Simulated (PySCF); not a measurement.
## How the method changes the constants of BeGe

State: ³Σ⁻ (triplet), unpaired electrons π ↑↑. Set-up: basis Be aug-cc-pVDZ, Ge aug-cc-pVDZ-PP with ECP10; scalar-relativistic core potentials; PySCF 2.14. De refers to Be + Ge in their high-spin ground configurations, without counterpoise correction. The functionals are run spin-unrestricted. A positive dipole means Be(−)Ge(+). Levels whose curve was spin-contaminated or gave no clean fit are not listed.

```csv
Level,Re (Å),ωe (cm⁻¹),De (eV),μ (D),"CPU s a point (SCF and correlation, without the integrals)"
ROHF,2.251,358,0.377,-2.59,0.2
ROHF-MP2,2.175,550,1.18,n/a,0.38
ROHF-SCS-MP2,2.194,512,0.96,n/a,n/a
PBE,2.176,511,1.66,-1.33,0.77
```

Correlated steps freeze 4 core orbitals. Correlated levels converge slowly with the basis: in double zeta they bind strong bonds too weakly, by up to about 1 eV, and carry superposition errors of some tenths. Spin–orbit coupling is left out. UHF is strongly spin-contaminated for BeGe, so the ROHF reference used there is far from stable. The state is the lowest determinant that a PBE0 search found; another state may lie lower at other levels.

The whole job (state search and all levels along the bond) took about 2.8 min on 1 thread of Intel Xeon Platinum 8488C (shared host), peak memory 0.77 GiB.
